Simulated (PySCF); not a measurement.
# Excitation energy of Fe⁺ by level of theory

Fe⁺ [Ar] 3d6 4s1 (6D) → Fe⁺ [Ar] 3d7 (4F), as a difference of total energies. All numbers are calculated (PySCF 2.14, the non-relativistic Hamiltonian (point nucleus), in aug-cc-pwCVTZ (10s9p7d4f3g, 127 functions)). Correlated levels: valence: [Ar] frozen; valence and next inner shell: [Ne] frozen; nothing frozen. The calculations carry no spin-orbit coupling.

```
                                method  excitation energy (eV)
                                   UHF                   1.599
                                   LDA                  -0.236
                                   PBE                  -0.231
                                  PBE0                   0.044
                                r2SCAN                   0.081
                                 HSE06                   0.081
                               r2SCAN0                   0.270
                               wB97M-V                  -0.432
                         MP2 (valence)                  -0.079
                     SCS-MP2 (valence)                  -0.439
    MP2 (valence and next inner shell)                  -0.376
SCS-MP2 (valence and next inner shell)                  -0.531
```

**Question.** Estimate what SCS-MP2 (all electrons) gives.

**Answer.** -0.531 eV, closest to SCS-MP2 (valence and next inner shell) among the rows shown.

**Question.** Estimate what MP2 (all electrons) gives.

**Answer.** -0.386 eV, closest to MP2 (valence and next inner shell) among the rows shown.

These non-relativistic numbers lack the scalar-relativistic shift.

Errors of the correlated levels include the incompleteness of this basis and the frozen core.

For comparison: 0.248 eV (measured; NIST levels, between the centres of gravity of the two terms).
